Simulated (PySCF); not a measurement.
**Assignment exercise: H₁₃NOSi₆**

Geometry:
```tsv
atom	x (Å)	y (Å)	z (Å)
N1	1.840	-0.215	-1.563
Si2	2.042	-0.217	0.159
Si3	1.213	1.869	0.777
Si4	-1.090	1.859	1.129
Si5	-2.201	0.238	-0.119
O6	-1.782	0.409	-1.700
Si7	-1.480	-1.941	0.224
Si8	0.767	-2.039	0.839
H9	1.997	-1.065	-2.081
H10	2.191	0.563	-2.097
H11	3.478	-0.355	0.522
H12	1.543	2.885	-0.243
H13	1.921	2.378	1.963
H14	-1.666	3.206	0.950
H15	-1.363	1.581	2.551
H16	-3.668	0.429	-0.067
H17	-1.940	1.209	-2.192
H18	-1.735	-2.813	-0.935
H19	-2.313	-2.554	1.277
H20	1.387	-3.318	0.448
H21	0.852	-2.091	2.311
```

How the numbers were obtained: structure optimised with GFN2-xTB, σ from GIAO-PBE0/pcSseg-1, in PySCF (rapidly exchanging positions averaged, non-relativistic Hamiltonian, no solvent model, one conformer).

Referencing at the same level of theory: TMS for ¹H (31.72 ppm).

Problem. Assign these signals to the numbered atoms. ¹H NMR (500 MHz, computed): δ 6.48 (m, 1H), 5.89 (m, 1H), 3.73 (m, 2H), 3.64 (m, 2H), 3.52 (m, 2H), 3.38 (m, 2H), 0.09 (br s, 1H), -0.16 (br s, 2H).

Solution. 
```tsv
δ (ppm)	atoms	environment	reason
6.48	H16	hydrogen on a silicon bonded to O, 2 Si, in a 6-membered ring	–
5.89	H11	hydrogen on a silicon bonded to N, 2 Si, in a 6-membered ring	–
3.73	H14/H18	hydrogen on a silicon bonded to 2 Si, in a 6-membered ring	–
3.64	H12/H20	hydrogen on a silicon bonded to 2 Si, in a 6-membered ring	–
3.52	H13/H21	hydrogen on a silicon bonded to 2 Si, in a 6-membered ring	–
3.38	H15/H19	hydrogen on a silicon bonded to 2 Si, in a 6-membered ring	–
0.09	H17	hydrogen on an oxygen bonded to Si	exchangeable; this is the value without hydrogen bonding to other molecules
-0.16	H9/H10	hydrogen on a nitrogen bonded to Si	labile proton, position sensitive to the medium
```

H14/H18 and H12/H20 lie closer than the usual error of such a calculation, so a measured spectrum could show them in the other order.

OH/NH shifts are gas-phase values; hydrogen bonding in solution moves them, usually downfield. Multiplicities follow the n + 1 count of equivalent neighbours, as no J values were calculated; m marks all less simple cases, F and P coupling included.
